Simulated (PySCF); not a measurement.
From one molecule to another.

First species: C₃H₈O₃Si.
Bonds: C1–C2, C2–O3 (double), C2–O4, O4–C5, C5–O6, O6–Si7. Hydrogens: H8, H9, H10 on C1; H11, H12 on C5; H13, H14, H15 on Si7.

Second species: cyclopropanecarboxaldehyde, C4H6O.
Atom-mapped SMILES: `[O:1]=[CH:2][CH:3]1[CH2:4][CH2:5]1` (hydrogens: H6 on C2; H7 on C3; H8, H9 on C4; H10, H11 on C5)

Geometry (GFN2-xTB, Å), atoms numbered from 1 in this order:
```
atom  x, y, z in Å
O1     2.5099   -0.8935    0.1084
C2     1.4468   -0.4335    0.4293
C3     0.3068   -0.2197   -0.4692
C4    -1.0903   -0.3868    0.0860
C5    -0.5889    0.9747   -0.2242
H6     1.2490   -0.1245    1.4770
H7     0.4860   -0.5185   -1.4940
H8    -1.8251   -0.8354   -0.5640
H9    -1.1844   -0.6781    1.1214
H10   -0.9705    1.4890   -1.0924
H11   -0.3338    1.6290    0.5959
```

Levels: CAM-B3LYP/def2-SVPD for dipole moment, HOMO energy, LUMO energy, HOMO–LUMO gap, static isotropic polarisability and electronic spatial extent ⟨r²⟩ about the centre of nuclear charge; TDDFT CAM-B3LYP/def2-SVPD for lowest singlet excitation; TDA CAM-B3LYP/def2-SVPD for lowest triplet excitation (Tamm–Dancoff); GFN2-xTB for rotational constant A and rotational constant C. Geometries: GFN2-xTB. Each structure is a single optimised conformer of the isolated species, non-relativistic unless stated. Electronic properties by PySCF.

The conformers computed, where there is a choice (atom-mapped SMILES and torsion angles):
- `[CH3:1][C:2](=[O:3])[O:4][CH2:5][O:6][SiH3:7]`: C1–C2–O4–C5 -178°, C2–O4–C5–O6 -79°, O4–C5–O6–Si7 71°
- `[O:1]=[CH:2][CH:3]1[CH2:4][CH2:5]1`: O1–C2–C3–C4 146°

```
                                                         property    column X    column Y
                                                    dipole moment      3.57 D      1.92 D
                                                      HOMO energy    -8.95 eV    -9.84 eV
                                                      LUMO energy     0.47 eV     0.93 eV
                                                    HOMO–LUMO gap     9.42 eV    10.77 eV
                                        lowest singlet excitation     4.44 eV     5.96 eV
                         lowest triplet excitation (Tamm–Dancoff)     3.86 eV     5.47 eV
                                  static isotropic polarisability     49.4 au     71.5 au
electronic spatial extent ⟨r²⟩ about the centre of nuclear charge   436 bohr²  1011 bohr²
                                            rotational constant A  16.207 GHz   4.030 GHz
                                            rotational constant C   3.043 GHz   1.230 GHz
```

(1) Which column belongs to which species?

(2) How does each property change from the first species to the second?

Answers

(1) Column X is the second species and column Y the first. The first has 15 atoms and 64 electrons, the second 11 and 38.

(2) dipole moment +1.65 D; HOMO energy +0.89 eV; LUMO energy -0.46 eV; HOMO–LUMO gap -1.35 eV; lowest singlet excitation -1.52 eV; lowest triplet excitation (Tamm–Dancoff) -1.61 eV; static isotropic polarisability -22.1 au; electronic spatial extent ⟨r²⟩ about the centre of nuclear charge -575 bohr²; rotational constant A +12.177 GHz; rotational constant C +1.813 GHz.

On the first: The vertical singlet–triplet gap S1 − T1 is 0.49 eV (TDDFT singlet less Tamm–Dancoff triplet; S1: HOMO→LUMO, weight 0.56, beside HOMO−1→LUMO, weight 0.29; T1: HOMO→LUMO, weight 0.55, beside HOMO−1→LUMO, weight 0.28). The dipole equals about 6.4 × 10⁻³⁰ C·m (1 D = 3.33564 × 10⁻³⁰ C·m).

On the second: A dipole of 3.57 D is allowed in Cs, and pure rotational transitions are dipole-allowed. The 8 singlets span 4.44 to 8.66 eV, and their oscillator strengths add up to 0.43.
